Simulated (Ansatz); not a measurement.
A structure relaxed at PBE0-D4/def2-TZVP, charge 0, multiplicity 1:

Cartesian coordinates in Å:
```
C 1.6242 0.5119 3.1275
N 1.1213 0.6261 1.7775
C 1.4959 1.8475 1.1217
V 0.1303 -0.7929 1.2587
O -1.3688 -0.9863 2.2273
Cl 1.3895 -2.6043 1.2975
N -0.3062 -0.4662 -0.2479
C -0.8047 -0.4116 -1.5901
C -1.5949 -1.6932 -1.8537
C 0.3820 -0.3084 -2.5466
C -1.7114 0.8114 -1.7169
H 2.7200 0.5688 3.1417
H 1.2264 1.3079 3.7704
H 1.3529 -0.4528 3.5690
H 2.5886 1.9322 1.0509
H 1.1325 2.7207 1.6803
H 1.0776 1.8741 0.1181
H -1.3026 -0.9542 3.1862
H -2.4287 -1.7771 -1.1548
H -1.9893 -1.6855 -2.8728
H -0.9530 -2.5673 -1.7327
H 0.0297 -0.2803 -3.5807
H 1.0442 -1.1671 -2.4250
H 0.9563 0.5998 -2.3526
H -1.1544 1.7283 -1.5136
H -2.5399 0.7467 -1.0099
H -2.1176 0.8719 -2.7296
```

(1) Give its formula and SMILES.

(2) Point group (tolerance 0.08 Å, 0.16 Å for H)?

(3) Summarise the bond lengths by kind.

Results:

(1) C6H16ClN2OV, `C[N](C)[V]([OH])([Cl])=[N]C(C)(C)C`.

(2) C1.

(3) 3 × C–N 1.433 to 1.445 Å; 15 × C–H 1.088 to 1.099 Å; 2 × N–V 1.602 to 1.807 Å; 1 × O–V 1.795 Å; 1 × Cl–V 2.206 Å; 1 × H–O 0.962 Å; 3 × C–C 1.528 Å.

Results of the Gaussian-basis code of Ansatz.
